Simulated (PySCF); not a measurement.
C5H2F4S, SMILES Fc1ccc(C(F)(F)F)s1 (GFN2-xTB optimised geometry):

```
12

F     -1.851    -2.704     0.000
C     -1.065    -1.636     0.000
C      0.293    -1.636     0.000
C      0.803    -0.322     0.000
C     -0.180     0.623     0.001
C      0.005     2.100    -0.004
F     -0.500     2.684    -1.106
F      1.301     2.434     0.045
F     -0.589     2.704     1.039
S     -1.771    -0.059     0.000
H      0.893    -2.526     0.000
H      1.851    -0.083     0.000
```

Level of theory: CAM-B3LYP/def2-TZVP in PySCF 2.14.0.

Question: What are the frontier orbital energies and the dipole moment?

Answer: HOMO-2 -12.14 eV, HOMO-1 -9.42 eV, HOMO -8.72 eV, LUMO -0.23 eV, LUMO+1 0.95 eV; dipole moment 2.12 D.

Meta-Löwdin charges at CAM-B3LYP/def2-TZVP: F1 -0.24, C2 0.18, C3 -0.19, C4 -0.11, C5 -0.20, C6 0.79, F7 -0.28, F8 -0.27, F9 -0.28, S10 0.31, H11 0.15, H12 0.15.
